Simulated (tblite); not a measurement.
C₄H₈O₃Si.
Cartesian coordinates in Å at the GFN2-xTB level; atoms count from 1:
```xyz
16
C4H8O3Si angstrom
C     -1.5846   -0.2947   -0.7819
C     -1.3071    0.5309    0.4682
C      0.1828    0.5607    0.8210
O      0.9564    1.1522   -0.1908
Si     2.0551    0.1287   -0.8248
O      1.6789   -1.1426    0.1802
C      0.7040   -0.8607    1.0356
O      0.2928   -1.6268    1.8546
H     -2.6501   -0.2971   -0.9976
H     -1.2614   -1.3235   -0.6382
H     -1.0599    0.1223   -1.6391
H     -1.6475    1.5571    0.3195
H     -1.8353    0.1055    1.3231
H      0.3308    1.1279    1.7485
H      1.7295   -0.2756   -2.1798
H      3.4079    0.5446   -0.5099
```

Computed with GFN2-xTB (tblite): harmonic, unscaled wavenumbers at the GFN2-xTB geometry, gas phase. This tight-binding method is rough: wavenumbers can miss measured ones by several per cent, in bad cases by 10 to 20. Modes of hydrogen on silicon can be 10 to 20 % off. One conformer, not necessarily the lowest.

Harmonic wavenumbers (cm⁻¹): 82.3, 90.7, 150.3, 188.1, 241.5, 286.5, 453.7, 473.5, 491.7, 495.7, 592.5, 621.3, 677.3, 690.6, 790.5, 802.2, 825.5, 854.1, 909.9, 952.1, 1027.5, 1068.4, 1111.7, 1128.6, 1183.7, 1217.1, 1254.4, 1271.9, 1331.5, 1410.5, 1459.1, 1497.1, 1499.1, 1814.3, 2367.8, 2395.0, 2904.7, 2987.3, 2995.6, 3033.8, 3037.2, 3044.6.

A = 2404, B = 1758, C = 1304 MHz; mass 132.024 u (most abundant isotopes); point group C1, symmetry number 1.

Q: What is the zero-point energy?

A: Half the sum of the wavenumbers: 25855 cm⁻¹ = 309.30 kJ/mol.

Q: What is S at 298.15 K and 1 bar for an ideal gas of classical rigid rotors and harmonic oscillators?

A: Translation 169.75, rotation 119.07, vibration 90.34: S = 379.2 J/(mol K).

Q: And Cp and H(298.15 K) − H(0)?

A: Cp = 141.77 J/(mol K), of which vibrations give 108.51 (their classical limit is 42 R = 349.2); H(298.15 K) − H(0) = 25.11 kJ/mol without the zero-point energy, 15.19 from vibrations.

Q: Which modes carry the vibrational entropy at 298.15 K?

A: 82.3 cm⁻¹: 16.05; 90.7 cm⁻¹: 15.25; 150.3 cm⁻¹: 11.16; 188.1 cm⁻¹: 9.40; 241.5 cm⁻¹: 7.50; 286.5 cm⁻¹: 6.25 J/(mol K); the other 36 give 24.73 together.

Q: Blend soft modes into free rotors: weight 1/[1 + (100 cm⁻¹/ν̃)⁴] for the oscillator and the rest for a rotor with moment μB/(μ + B), μ = h/(8π²ν), B = 10⁻⁴⁴ kg m². What vibrational entropy results?

A: 86.27 J/(mol K) in place of 90.34, which changes −T·S at 298.15 K by +1.21 kJ/mol.

Hindered rotation and anharmonicity are outside this model. Other conformers, if any are populated, would add a mixing term that is left out. The structure is chiral; the term R ln 2 for an equal mix with its mirror image is left out.
